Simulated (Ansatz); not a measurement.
C$_{2}$H$_{9}$AlClP, SMILES `[CH3][Al-]([CH3])([PH3+])[Cl]`, relaxed with RKS PBE0-D4/def2-TZVP in Ansatz from a PBE-D4/def2-SVP geometry. The force threshold is 0.005 eV/Å; the program also tests the step.

The species carries charge 0 and has multiplicity 1.

Start:

```xyz
14

C    -1.405    1.516   -0.125
Al    0.268    0.514   -0.400
C     1.789    0.577    0.850
P    -0.499   -1.931   -0.201
Cl    0.781    0.093   -2.475
H    -1.793    1.411    0.911
H    -1.228    2.602   -0.290
H    -2.209    1.213   -0.827
H     2.561   -0.188    0.623
H     1.476    0.447    1.908
H     2.291    1.567    0.785
H    -1.048   -2.607    0.939
H     0.502   -2.894   -0.540
H    -1.485   -2.321   -1.158
```

Q: By how much does the energy fall, and how many steps does the optimiser take? (Estimate.)

A: Ansatz gave: 1.12 kcal/mol, in 8 steps.

Q: Which bonds change most? (Best estimate.)

A: Ansatz gave: P4–H12 from 1.435 to 1.412 Å; P4–H13 from 1.430 to 1.409 Å; P4–H14 from 1.429 to 1.409 Å; Al2–Cl5 from 2.179 to 2.159 Å.

Q: Give the relaxed structure. (Best estimate.)

A: Computed: 
```xyz
14

C    -1.395    1.493   -0.126
Al    0.271    0.506   -0.406
C     1.777    0.567    0.842
P    -0.497   -1.923   -0.209
Cl    0.804    0.172   -2.471
H    -1.775    1.383    0.895
H    -1.230    2.563   -0.291
H    -2.184    1.184   -0.817
H     2.532   -0.192    0.623
H     1.458    0.439    1.882
H     2.277    1.540    0.781
H    -1.029   -2.530    0.950
H     0.479   -2.887   -0.525
H    -1.490   -2.314   -1.128
```
